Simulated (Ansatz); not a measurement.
Start from `[CH3][Y]([CH3])[F]` and change one atom or group to get `C[O][Y]([CH3])[F]`.

Ansatz, PBE0-D4/def2-TZVP geometries, multiplicity 1. Each molecule was computed in one conformer, which needn't be the lowest.

Elements past krypton have def2 core potentials.

| property | `[CH3][Y]([CH3])[F]` |
| --- | --- |
| LUMO energy (PBE0/def2-TZVPP) / eV | -1.94 |
| HOMO energy (PBE/def2-TZVPP) / eV | -5.29 |
| size of the dipole moment (B3LYP/def2-TZVPP) / D | 3.92 |
| HOMO energy (PBE0/def2-TZVPP) / eV | -6.52 |
| HOMO energy (ωB97M-V/def2-TZVPP) / eV | -8.77 |
| HOMO–LUMO gap (B3LYP/def2-TZVPP) / eV | 4.00 |

Problem. What does the change do to each property? (An estimate is asked.)

Solution. Ansatz gave: 
| property | `C[O][Y]([CH3])[F]` | shift |
| --- | --- | --- |
| LUMO energy (PBE0/def2-TZVPP) / eV | -1.81 | 0.13 |
| HOMO energy (PBE/def2-TZVPP) / eV | -5.28 | 0.01 |
| size of the dipole moment (B3LYP/def2-TZVPP) / D | 2.99 | -0.93 |
| HOMO energy (PBE0/def2-TZVPP) / eV | -6.54 | -0.02 |
| HOMO energy (ωB97M-V/def2-TZVPP) / eV | -8.81 | -0.04 |
| HOMO–LUMO gap (B3LYP/def2-TZVPP) / eV | 4.14 | 0.14 |

Dipoles are sizes alone; their direction can turn.

B3LYP here is the variant with VWN-RPA as its local correlation; programs differ in this.
